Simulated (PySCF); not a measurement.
Cartesian coordinates (Å):
SMILES: B[CH2]
```xyz
6

B      0.7581     0.0113    -0.0002
C     -0.7650    -0.0114     0.0002
H      1.3769    -1.0132     0.0159
H      1.3461     1.0538    -0.0167
H     -1.3716     0.8771    -0.1571
H     -1.3446    -0.9177     0.1579
```
Charge 0, spin multiplicity 2.

What is the computed total energy, dipole moment and highest occupied spin orbital (PBE-D3(BJ)/def2-TZVP // PBE0-D4/def2-TZVP run with PySCF)?


```
Item                                Result
-----------------------------  -----------
total energy                   -65.1933 Ha
dipole moment                       1.32 D
highest occupied spin orbital     -6.74 eV
```
